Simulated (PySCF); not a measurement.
## SeI⁺: from constants to spectrum

PBEsol constants of SeI⁺, ³Σ⁻ (triplet), unpaired electrons π ↑↑ (PySCF, scalar-relativistic core potentials, basis sets Se def2-SVP, I def2-SVP with ECP28; masses 79.9165 and 126.9045 u):

```
ωe              : 310.2 cm⁻¹
ωexe            : 0.717 cm⁻¹
Be              : 0.060558 cm⁻¹
αe              : 0.000179 cm⁻¹
D (centrifugal) : 9.23e-09 cm⁻¹
De to Se⁺ + I   : 3.90 eV
```

Q: Give the vibrational terms G(v) and spacings up to v = 6.

A: G(v) = ωe(v+½) − ωexe(v+½)².

```tsv
v	G(v) (cm⁻¹)	G(v) − G(v−1)	Bv (cm⁻¹)
0	154.9		0.06047
1	463.7	308.8	0.06029
2	771.0	307.3	0.06011
3	1076.9	305.9	0.05993
4	1381.4	304.5	0.05975
5	1684.4	303.0	0.05957
6	1986.0	301.6	0.05939
```

Q: How well does the Morse estimate ωe²/(4ωexe) reproduce De, and what is D0?

A: It gives 4.16 eV, 107 % of the computed De. D0 = De − G(0) = 3.90 − 0.02 = 3.88 eV.

Spin–orbit coupling is left out, which matters for elements this heavy, above all for dissociation energies. For an ion De counts to the pair picked by the measured ionisation energies or electron affinities, which need not be the lowest pair at this level. The state was picked by a PBE0 search and need not be the measured ground state.
